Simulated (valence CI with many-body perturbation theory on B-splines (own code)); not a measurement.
## Energy levels of Pb LXIX

Level of theory: relativistic CI+MBPT: four valence electrons over a frozen Dirac-Fock core [Ne], radial functions for each j: 11 s, 11 p, 9 d, 7 f, 5 g, 2 h, 1 i, with the one-electron correlation potential Σ1, the two-electron term Σ2, the three-electron term Σ3, Breit, model QED; selected CI, second order for the rest (own B-spline code, finite nucleus).

No measured spectrum was set against this ion. As an estimate, large intervals hold to a few tenths of a per cent, small ones and those within an open d or f shell to about a per cent.

Levels 1 to 45 of 72, with energies above the lowest level, (3s^2 3p1/2^2) J=0. "Leading %" is the weight of the configuration and term that name the level; weights of strongly mixed levels are sums over their largest components and can fall short. In the jj column 3d3/2^4 stands for four electrons in 3d with j = 3/2. Lifetimes count E1, E2, E3, M1 and M2 decay at the calculated energies, and are blank where another channel may lead or the interval is too uncertain; long ones can be off by a factor of two.

```csv
No.,Configuration,Term,J,E (eV),Leading %,g,Lifetime,Leading jj
1,3s2 3p2,3P,0,0.0,68,,,3s^2 3p1/2^2 (100 %)
2,3s2 3p2,3P,1,576.8,100,1.486,845 ps,3s^2 3p1/2 3p3/2 (100 %)
3,3s2 3p2,1D,2,587.2,65,1.155,30.4 ns,3s^2 3p1/2 3p3/2 (100 %)
4,3s 3p3,3P°,2,777.2,47,1.505,26.3 ps,3s 3p1/2^2 3p3/2 (97 %)
5,3s 3p3,3D°,1,807.1,26,1.047,600 fs,3s 3p1/2^2 3p3/2 (79 %)
6,3s2 3p 3d,3F°,2,827.5,74,0.750,70.9 ps,3s^2 3p1/2 3d3/2 (99 %)
7,3s2 3p 3d,3D°,1,880.0,41,0.886,88.5 fs,3s^2 3p1/2 3d3/2 (79 %)
8,3s2 3p 3d,3P°,2,981.1,46,1.278,1.81 ps,3s^2 3p1/2 3d5/2 (98 %)
9,3s2 3p 3d,3F°,3,983.0,49,1.098,2.59 ps,3s^2 3p1/2 3d5/2 (99 %)
10,3s 3p2 3d,3D,1,1032.9,46,0.451,13.2 ps,3s 3p1/2^2 3d3/2 (99 %)
11,3s 3p2 3d,3D,2,1041.5,30,1.111,13.6 ps,3s 3p1/2^2 3d3/2 (99 %)
12,3s2 3p2,3P,2,1172.4,65,1.310,195 ps,3s^2 3p3/2^2 (99 %)
13,3s 3p2 3d,3D,3,1181.1,37,1.334,2.36 ps,3s 3p1/2^2 3d5/2 (99 %)
14,3s2 3p2,1S,0,1195.5,67,,229 ps,3s^2 3p3/2^2 (98 %)
15,3s 3p2 3d,3F,2,1197.1,26,1.029,2.16 ps,3s 3p1/2^2 3d5/2 (98 %)
16,3s 3p3,3D°,2,1342.3,49,1.526,802 fs,3s 3p1/2 3p3/2^2 (96 %)
17,3s 3p3,3D°,3,1364.2,95,1.308,1.14 ps,3s 3p1/2 3p3/2^2 (95 %)
18,3s 3p3,3P°,0,1376.2,84,,645 fs,3s 3p1/2 3p3/2^2 (84 %)
19,3s 3p3,1D°,2,1392.4,53,1.085,319 fs,3s 3p1/2 3p3/2^2 (68 %)
20,3s 3p3,3P°,1,1393.8,30,1.263,386 fs,3s 3p1/2 3p3/2^2 (79 %)
21,3s 3p3,3S°,1,1407.3,30,1.329,127 fs,3s 3p1/2 3p3/2^2 (98 %)
22,3s2 3p 3d,3F°,3,1446.8,47,1.072,194 fs,3s^2 3p3/2 3d3/2 (95 %)
23,3s2 3p 3d,3P°,1,1454.4,44,1.114,104 fs,3s^2 3p3/2 3d3/2 (80 %)
24,3s2 3p 3d,3D°,2,1454.6,37,1.054,82.4 fs,3s^2 3p3/2 3d3/2 (66 %)
25,3s2 3p 3d,3P°,0,1455.5,84,,127 fs,3s^2 3p3/2 3d3/2 (84 %)
26,3s2 3p 3d,3F°,4,1550.4,99,1.234,461 ps,3s^2 3p3/2 3d5/2 (99 %)
27,3s2 3p 3d,3P°,2,1562.3,43,1.216,2.85 ps,3s^2 3p3/2 3d5/2 (98 %)
28,3s 3p2 3d,5F,2,1577.2,29,1.140,1.73 ps,3s 3p1/2 3p3/2 3d3/2 (76 %)
29,3s 3p2 3d,5D,0,1584.1,76,,8.14 ps,3s 3p1/2 3p3/2 3d3/2 (95 %)
30,3s2 3p 3d,3D°,3,1586.3,64,1.204,1.03 ps,3s^2 3p3/2 3d5/2 (96 %)
31,3s 3p2 3d,5D,1,1586.9,50,1.115,6.31 ps,3s 3p1/2 3p3/2 3d3/2 (100 %)
32,3s 3p2 3d,5F,3,1593.4,42,1.119,5.77 ps,3s 3p1/2 3p3/2 3d3/2 (98 %)
33,3s2 3p 3d,1P°,1,1598.6,62,1.070,1.42 ps,3s^2 3p3/2 3d5/2 (97 %)
34,3p4,3P,2,1602.5,34,1.206,366 fs,3p1/2^2 3p3/2^2 (51 %)
35,3s 3p2 3d,3G,4,1613.3,32,1.143,21.3 ps,3s 3p1/2 3p3/2 3d3/2 (97 %)
36,3p4,1S,0,1618.5,44,,303 fs,3p1/2^2 3p3/2^2 (69 %)
37,3s 3p2 3d,3F,2,1628.7,55,0.908,324 fs,3s 3p1/2 3p3/2 3d3/2 (87 %)
38,3s 3p2 3d,3D,3,1637.1,32,1.226,181 fs,3s 3p1/2 3p3/2 3d3/2 (97 %)
39,3s 3p2 3d,3P,1,1642.2,30,1.642,168 fs,3s 3p1/2 3p3/2 3d3/2 (98 %)
40,3s 3p2 3d,3D,2,1646.2,24,1.341,115 fs,3s 3p1/2 3p3/2 3d3/2 (84 %)
41,3s 3p2 3d,3G,3,1646.8,42,0.962,166 fs,3s 3p1/2 3p3/2 3d3/2 (99 %)
42,3s 3p2 3d,3D,1,1648.4,47,0.812,142 fs,3s 3p1/2 3p3/2 3d3/2 (98 %)
43,3s 3p2 3d,3F,2,1678.1,22,0.963,89.9 fs,3s 3p1/2 3p3/2 3d3/2 (69 %)
44,3s 3p2 3d,3D,1,1678.6,42,0.972,81.8 fs,3s 3p1/2 3p3/2 3d3/2 (97 %)
45,3s 3p2 3d,3P,0,1683.0,47,,106 fs,3s 3p1/2 3p3/2 3d3/2 (51 %)
```

The ionisation energy to 3s2 3p 2P°_1/2 of the next ion comes out as 8520.3 eV (NIST: 8520 ± 50 eV (theoretical)). All 72 levels together are meant to be complete up to 1872.2 eV.
